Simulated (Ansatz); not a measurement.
Geometry optimisation, Ansatz, RKS r2SCAN-D4/def2-SVP.

input.yaml

```yaml
crystal:
  periodic: [false, false, false]
  atoms:
    - { symbol: Al, position_ang: [0.0, 0.0, 0.0] }
    - { symbol: F, position_ang: [0.0, 0.0, 1.69] }
    - { symbol: O, position_ang: [1.5415, 0.0, -0.89] }
    - { symbol: H, position_ang: [1.8414, -0.9519, -1.0449] }
    - { symbol: "N", position_ang: [-1.6627, 0.0, -0.96] }
    - { symbol: H, position_ang: [-2.3316, -0.8164, -0.8614] }
    - { symbol: H, position_ang: [-1.9118, 0.8164, -1.5886] }
basis:
  gaussian: { orbitals: def2-SVP }
hamiltonian:
  xc: r2scan
  dispersion: d4
relax:
  f_tol: 0.02
  max_steps: 40
output:
  orbitals: {}
```

Command:

```bash
$ ansatz run input.yaml --threads 1 --pin off --max-ram 2048MiB --backend cpu --events-out ev --progress --plain --runs-dir out
```

Problem. Where does it end, and by what steps?

Solution. The forces met the threshold. After 10 steps the energy has fallen by 0.986 eV; H6 moved furthest, 1.01 Å.

```json
{"step": "0", "energy less start (eV)": "0.0000", "largest force component (eV/Å)": "1.918", "accepted": "yes"}
{"step": "1", "energy less start (eV)": "-0.4783", "largest force component (eV/Å)": "1.149", "accepted": "yes"}
{"step": "2", "energy less start (eV)": "-0.6806", "largest force component (eV/Å)": "1.039", "accepted": "yes"}
{"step": "3", "energy less start (eV)": "-0.7825", "largest force component (eV/Å)": "0.568", "accepted": "yes"}
{"step": "4", "energy less start (eV)": "-0.8454", "largest force component (eV/Å)": "0.535", "accepted": "yes"}
{"step": "5", "energy less start (eV)": "-0.8958", "largest force component (eV/Å)": "0.291", "accepted": "yes"}
{"step": "6", "energy less start (eV)": "-0.9299", "largest force component (eV/Å)": "0.511", "accepted": "yes"}
{"step": "7", "energy less start (eV)": "-0.9762", "largest force component (eV/Å)": "0.207", "accepted": "yes"}
{"step": "8", "energy less start (eV)": "-0.9851", "largest force component (eV/Å)": "0.038", "accepted": "yes"}
{"step": "9", "energy less start (eV)": "-0.9863", "largest force component (eV/Å)": "0.061", "accepted": "yes"}
{"step": "10", "energy less start (eV)": "-0.9865", "largest force component (eV/Å)": "0.003", "accepted": "yes"}
```

```xyz
7
Properties=species:S:1:pos:R:3
Al -0.083 -0.216 -0.137
F -0.002 -0.450 1.509
O 1.320 -0.222 -1.086
H 2.215 -0.353 -0.766
N -1.648 0.040 -0.891
H -2.535 0.061 -0.401
H -1.792 0.189 -1.884
```

Whether the end is a true minimum wasn't checked by a vibrational analysis.

Time of the run: 45 s on 1 thread of Arm Neoverse V2, on a shared host, peak memory 0.16 GiB.
